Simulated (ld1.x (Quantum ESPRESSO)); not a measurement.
palladium: one change to an RRKJ potential, before and after

ld1.x (Quantum ESPRESSO) 7.5 input, shortened:

```
&input
   title='Pd', zed=46., rel=1, dft='PW91', iswitch=3,
   config='[Kr] 4d8 4f-2 5s0 5p0'
 /
 &inputp
   pseudotype=2, tm=.false., lloc=-1, rcloc=1.50,
   nlcc=.false.
 /
4
4S  1  0   2.00   0.00  1.45  1.45  0.0
4P  2  1   6.00   0.00  1.35  1.35  0.0
4D  3  2   8.00   0.00  1.95  1.95  0.0
4F  4  3  -2.00  -0.05  1.55  1.55  0.0
 &test
   configts(1)='4s2 4p6 4d8 5s0 5p0'
 /
```

Change: wave 4s (bound): rc 1.45 bohr becomes 4s (bound): rc 1.90 bohr.

Cutoffs: the cutoffs (Ry, on a coarse ladder) from which the occupation-weighted sum of valence levels, in a spherical-Bessel basis at the reference potential, stays within 10 and 1 mRy of its value at 400 Ry; they do not see the model core or the augmentation charge, which bear on the density cutoff. Errors are all-electron minus pseudo energies relative to the spin-unpolarised reference configuration.

Question: What does the change do?

Answer: The potential gets neither clearly harder nor softer (80 Ry and 120 Ry → 80 Ry and 120 Ry); the p channel sets the loose cutoff, while the largest relative change is in s, which becomes softer; of the 7 tests that both files solve, the error grows in 1 and shrinks in 0 by more than 15 % and 0.3 meV (median size 9.5 → 9.0 meV); the range in which the s phases agree narrows (upper end -1.6 → -2.9); neither file shows a bound ghost.

| quantity | base | changed |
| --- | --- | --- |
| cutoff, loose | 80 Ry | 80 Ry |
| cutoff, tight | 120 Ry | 120 Ry |
| loose cutoff by channel (10 mRy a level) | s 45 Ry, p 60 Ry, d 40 Ry | s 15 Ry, p 60 Ry, d 40 Ry |
| bound ghosts | none | none |
| error for 4s2 4p6 4d10 5s0 5p0, meV [ΔE -30.08 eV] | -9.5 | -9.0 |
| error for 4s2 4p6 4d9 5s0 5p0, meV [ΔE -20.89 eV] | +0.2 | +0.5 |
| error for 4s2 4p6 4d7 5s0 5p0, meV [ΔE 34.44 eV] | +7.1 | +8.1 |
| error for 4s2 4p5 4d10 5s0 5p0, meV [ΔE 27.16 eV] | -100 | -98 |
| error for 4s2 4p6 4d9.5 5s0 5p0, meV [ΔE -26.81 eV] | -3.5 | -3.0 |
| error for 4s1 4p6 4d10 5s0 5p0, meV [ΔE 61.57 eV] | -239 | -594 |
| error for 4s2 4p6 4d9 5s0 5p1, meV [ΔE -24.80 eV] | -71 | -71 |
| s: phases at 2.15 bohr within 0.05 rad from the reference energy up to (Ry; the scan ends near 5) | -1.6 | -2.9 |
| p: phases at 2.15 bohr within 0.05 rad from the reference energy up to (Ry; the scan ends near 5) | -1.1 | -1.1 |
| d: phases at 2.15 bohr within 0.05 rad from the reference energy up to (Ry; the scan ends near 5) | 1.4 | 1.4 |
| f: phases at 2.15 bohr within 0.05 rad from the reference energy up to (Ry; the scan ends near 5) | 4.5 | 4.5 |
